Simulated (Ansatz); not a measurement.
System: sum formula GeBr2F (charge 0, doublet). It need not be the lowest isomer of its formula. SMILES: [Ge]([Br])([Br])[F]
Coordinates optimised at B3LYP-D3(BJ)/def2-TZVP (Ansatz, a quantum-chemistry and plane-wave program):
```xyz
4

F     -0.1342     2.1161    -0.2582
Ge    -0.0223     0.5561     0.5222
Br     1.9642    -0.4087    -0.2480
Br    -1.9093    -0.6439    -0.1630
```
Charge 0, spin multiplicity 2.

Computed values are from Ansatz. Valence correlation only, unless marked. Open shells are spin-unrestricted. No spin-orbit coupling. The frozen core is the preceding noble-gas configuration, with the filled d and f shells of earlier blocks. No relativistic terms. CBS(X,Y): correlation extrapolated as X^-3; Hartree-Fock from the larger set (for Q and 5 zeta extrapolated as (X+1)exp(-9√X)).

Question: What is the T1 diagnostic at CCSD/cc-pV5Z?

Answer: 0.015.

Question: What is the atomisation energy De at CCSD(T)/CBS(cc-pVQZ,cc-pV5Z)?

Answer: 1060.8 kJ/mol.

Question: What is the total energy at CCSD(T)/CBS(cc-pVQZ,cc-pV5Z)?

Answer: -7320.7759 Eh.

Question: What is the dipole moment at CCSD(T)/aug-cc-pVDZ?

Answer: 1.57 D.
